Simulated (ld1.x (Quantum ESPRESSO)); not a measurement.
**What the settings do to the RRKJ potential of V**

Base potential:

V, norm-conserving RRKJ (Kleinman–Bylander form), made with ld1.x (Quantum ESPRESSO) 7.5 (revPBE, scalar-relativistic). Core [Ne], reference 3s2 3p6 3d3 4s1 4p1. Waves: 3s (bound): rc 1.55 bohr; 3d (bound): rc 1.25 bohr; 3p (bound): rc 1.65 bohr. Local part: the p channel. Core correction: a·sin(br)/r model core inside 0.70 bohr.

Occupied shells without a wave of their own: 4p, 4s. They enter only through the test configuration that unscreens the potential, and ld1.x also counts them in the model core charge.

All-electron outer shells of the reference configuration (revPBE, scalar-relativistic, ld1.x):

```
shell  level (eV)  outermost node (bohr)  outermost maximum (bohr)
   2s     -604.12                   0.09                      0.26
   2p     -504.48                      –                      0.21
   3s      -71.72                   0.38                      0.82
   3p      -45.48                   0.35                      0.84
   3d       -6.44                      –                      0.90
   4s       -5.47                   1.17                      2.72
   4p       -2.07                   1.30                      3.59
```

Cutoffs, loose and tight: the cutoffs (Ry, on a coarse ladder) from which the occupation-weighted sum of valence levels, in a spherical-Bessel basis at the reference potential, stays within 10 and 1 mRy of its value at 400 Ry. They do not see the model core or the augmentation charge, which bear on the density cutoff. Test errors are all-electron minus pseudo excitation energies from the reference, over the configurations 3s2 3p6 3d3 4s2 4p0; 3s2 3p6 3d3 4s1 4p0; 3s2 3p6 3d3 4s0 4p0; 3s2 3p6 3d3 4s0 4p1; 3s2 3p6 3d2 4s2 4p0; 3s2 3p5 3d3 4s2 4p0; 3s2 3p6 3d3 4s1.5 4p0. A dash means not determined; rows that change the core or the reference have their own tests.

With those shells counted twice in exchange and correlation these files are broken, and their errors move erratically; no question is asked of them.

```tsv
change	outcome	cutoff, loose	cutoff, tight	bound ghosts	largest test error (meV)
base	generated, misses its reference levels by 0.33 eV	100 Ry	110 Ry	none	-1200
reference 3s2 3p6 3d3 4s1 4p0	generated, misses its reference levels by 0.41 eV	100 Ry	110 Ry	none	-1061
core correction full core density, not smoothed (it rises at the typed radius of 1.40 bohr, so ld1.x skipped the fit)	generated, misses its reference levels by 0.33 eV	100 Ry	110 Ry	none	-1201
wave 3d (bound): rc 1.25 bohr becomes 3d (bound): rc 1.88 bohr	generated, misses its reference levels by 0.33 eV	50 Ry	90 Ry	none	-1202
functional PBE	generated, misses its reference levels by 0.34 eV	100 Ry	110 Ry	none	-1180
wave 3s (bound): rc 1.55 bohr becomes 3s (bound): rc 1.74 bohr	generated, misses its reference levels by 0.59 eV	100 Ry	110 Ry	none	-1596
all radii but the core radius scaled by about 0.93 (s 1.44, p 1.52, d 1.16 bohr)	generated, misses its reference levels by 0.22 eV	110 Ry	140 Ry	none	-1043
local potential the s channel	generated, misses its reference levels by 0.77 eV	100 Ry	110 Ry	none	-2094
wave 3p (bound): rc 1.65 bohr becomes 3p (bound): rc 1.42 bohr	generated, misses its reference levels by 0.34 eV	100 Ry	110 Ry	none	-1228
functional LDA (PZ)	generated, misses its reference levels by 0.34 eV	100 Ry	110 Ry	none	-1249
wave 3p (bound): rc 1.65 bohr becomes 3p (bound): rc 1.40 bohr	generated, misses its reference levels by 0.34 eV	100 Ry	110 Ry	none	-1228
wave 3p (bound): rc 1.65 bohr becomes 3p (bound): rc 1.80 bohr	generated, misses its reference levels by 0.29 eV	100 Ry	110 Ry	none	-1069
```
